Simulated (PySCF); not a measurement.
Ionisation energy of Kr²⁺ by level of theory

Kr²⁺ [Ar] 3d10 4s2 4p4 (3P) → Kr³⁺ [Ar] 3d10 4s2 4p3 (4S), as a difference of total energies. Calculation: PySCF 2.14, in pcseg-2 (6s5p3d1f, 43 functions); no relativity, point nucleus. Correlated levels: valence: [Ar] 3d10 frozen. The calculations carry no spin-orbit coupling.

```
           method  ionisation energy (eV)  difference from reference (eV)
              UHF                  34.319                          -1.519
            M06-L                  35.363                          -0.475
           M06-2X                  35.316                          -0.522
    MP2 (valence)                  35.005                          -0.833
SCS-MP2 (valence)                  35.074                          -0.764
   CCSD (valence)                  35.123                          -0.715
CCSD(T) (valence)                  35.145                          -0.693
```

Reference: 35.838 ± 0.02 eV (measured; NIST Atomic Spectra Database, ionization energies).

These non-relativistic numbers lack the scalar-relativistic shift.

The reference lies between the lowest fine-structure levels, while these numbers refer to the centres of the terms.

Errors of the correlated levels include the incompleteness of this basis and the frozen core.
